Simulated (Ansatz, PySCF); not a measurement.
Complex: N2 (SMILES N#N) (first 2 atoms) with CH6Si (SMILES C[SiH3]); geometry from B3LYP-D3(BJ)/def2-TZVP, rigid monomers moved along the line of their centres of mass till N1···Si4 is 4.11 Å.
(charge 0, multiplicity 1):
```xyz
10

N      1.200    -0.043     0.939
N      0.820     0.055    -0.079
C      0.688    -0.208     5.202
Si    -0.983     0.110     4.413
H      1.466    -0.281     4.442
H      0.678    -1.140     5.770
H      0.954     0.601     5.886
H     -0.968     1.378     3.642
H     -2.041     0.210     5.449
H     -1.345    -0.990     3.486
```

Monomers are frozen at their geometry in the pair; levels with a basis set take the counterpoise correction. Rows marked so take none.

Rows in 3-21G, 6-31G* carry no dispersion term and start afresh at each structure (6-31G* with six Cartesian d functions).

Run with Ansatz (Gaussian orbitals); PySCF for 3-21G rows, 6-31G* rows, the dispersion terms. Each number belongs to the level named beside it.

Problem. Predict the interaction energy from B3LYP/6-31G* (no counterpoise).

Solution. -18 meV

Problem. What interaction energy does B3LYP-D4/def2-TZVPPD give?

Solution. -9 meV

Problem. What is the computed interaction energy (HF/3-21G (no counterpoise))?

Solution. -39 meV

Ansatz is a first-principles code.
